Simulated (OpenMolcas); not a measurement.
I⁵⁺: effect of the IPEA shift

```
Program             : OpenMolcas 26.06
Basis               : ANO-RCC-VTZP [7s6p4d2f1g]
Scalar Hamiltonian  : DKH2, point nucleus
Active space        : 2 electrons in 8 orbitals (5s 5p 6s 6p)
State averaging     : 2S+1 = 3 even, 3 roots; 2S+1 = 1 even, 7 roots; 2S+1 = 3 odd, 3 roots; 2S+1 = 1 odd, 3 roots
Spin-orbit coupling : state interaction with AMFI integrals over the reference wave functions, term energies averaged over their components
```

Methods on the same reference wave functions:
A. CASSCF
B. MS-CASPT2, IPEA 0 Eh, imaginary shift 0.1 Eh (closed shells correlated: 4d)
C. MS-CASPT2, IPEA 0.25 Eh, imaginary shift 0.1 Eh (closed shells correlated: 4d)

Energies in cm-1 above 5s2 1S0, the measured ground level; measured values from the list in Rauch et al., Astron. Astrophys. 606, A105 (2017).

| Level | A | B | C | Measured |
| --- | --- | --- | --- | --- |
| 5s2 1S0 | 0.0 | 0.0 | 0.0 | 0.0 |
| 5s 5p 3P* 0 | 82441 | 86610 | 86680 | 85666 |
| 5s 5p 3P* 1 | 86132 | 90010 | 90090 | 89262 |
| 5s 5p 3P* 2 | 95448 | 99620 | 99690 | 99685 |
| 5s 5p 1P* 1 | 137543 | 125910 | 126390 | 127424 |
| 5p2 3P0 | 201482 | 202120 | 202360 | 200085 |
| 5p2 3P1 | 208356 | 209660 | 209900 | 208474 |

Deviations, from unrounded energies. A percentage is the sum of absolute deviations over the sum of measured energies, with the sign that they share, or ± where signs differ.

```csv
Against measurement,Levels,A,B,C
mean absolute deviation (cm-1),6,3700,1100,1100
other configurations (%),6,±2.7,±0.8,±0.8
```

B, C lie about equally close to measurement and A furthest from it. The largest miss of B in the table is 5p2 3P0, by +2000 cm-1. The ranking rests on the paired levels alone, and a cruder setting can come out closer through cancelling errors.

Between B and C the level of the table that moves most is 5s 5p 1P* 1, by 480 cm-1 (lowest in B, highest in C). Moves below CASPT2's spread within the term are not significant.

The mean deviations of B to C differ by less than CASPT2's widest spread within a term (20 cm-1), so their order carries little weight.

The lowest spin-free term lies below A's lowest term by 0.414 hartree in B, 0.413 hartree in C.

CASPT2 does not keep the components of a term degenerate, so their means are used; among the terms shown or strongly mixed into the levels shown the widest spread is 20 cm-1 (5p2 3P, C). Over all roots computed the reference weight is 0.88 to 0.95 in B, 0.88 to 0.95 in C; the roots of lowest weight are the least certain, and an intruder state may touch them. Active for correlation alone: 6p 6s; no level in the range computed is led by a configuration that fills them, so any true level of that kind is missing. The ¹D term of p² mixes with s d, which this space lacks. Measured partners are found by configuration, term and J. A level has none where our copy of the source lacks it or the pairing is in doubt (some pairs that miss far off the trend of their configuration count as doubtful), and it then counts in no deviation. Only configurations of the active space appear. Levels that lie high or do not pair safely by name in every column are left out.

* marks odd parity.
